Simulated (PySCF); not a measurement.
**SiAs and its ions**

ROHF-CCSD(T); Si def2-TZVPPD, As def2-TZVPPD; no relativity (PySCF 2.14). Neutral (ROHF): doublet (π ↑), Re = 2.190 Å, ωe = 489 cm⁻¹, De = 3.13 eV.

SiAs⁺ (UHF): triplet (π ↑↑), Re = 2.327 Å, ωe = 405 cm⁻¹, De = 2.69 eV to Si⁺ + As. The energies at the minima are -2523.44663 hartree for SiAs and -2523.13235 for SiAs⁺.

Question: Work out the adiabatic ionisation energy, without and with harmonic zero-point energies (1 hartree = 27.2114 eV, 1 eV = 8065.5 cm⁻¹), and the change of the bond length.

Answer: At CCSD(T): 0.31428 hartree = 8.552 eV between the minima; the zero-point term (405.0 − 489.0)/2 cm⁻¹ = -0.005 eV makes it 8.547 eV. Re changes by +13.7 pm against the neutral. The electron leaves a π orbital, and the longer bond of the ion fits a bonding orbital, or a change in how ionic the bond is.

SiAs⁻ (RHF): singlet (closed shell), Re = 2.121 Å, ωe = 537 cm⁻¹. The energies at the minima are -2523.44663 hartree for SiAs and -2523.54916 for SiAs⁻.

Question: Work out the adiabatic electron affinity, without and with harmonic zero-point energies (1 hartree = 27.2114 eV, 1 eV = 8065.5 cm⁻¹), and the change of the bond length.

Answer: At CCSD(T): 0.10253 hartree = 2.790 eV between the minima; the zero-point term (489.0 − 537.0)/2 cm⁻¹ = -0.003 eV makes it 2.787 eV. Re changes by -6.9 pm against the neutral. The electron enters a π orbital, and the shorter bond of the ion fits a bonding orbital, or a change in how ionic the bond is.

Correlated steps freeze 14 core orbitals. UHF and ROHF references stand side by side, which adds small steps between rows. For an ion De counts to the pair picked by the measured ionisation energies or electron affinities, which need not be the lowest pair at this level. States were picked by a PBE0 search and need not be the measured ground states.

Neutral and ion stand on different kinds of reference determinant, which adds to the error of the difference.
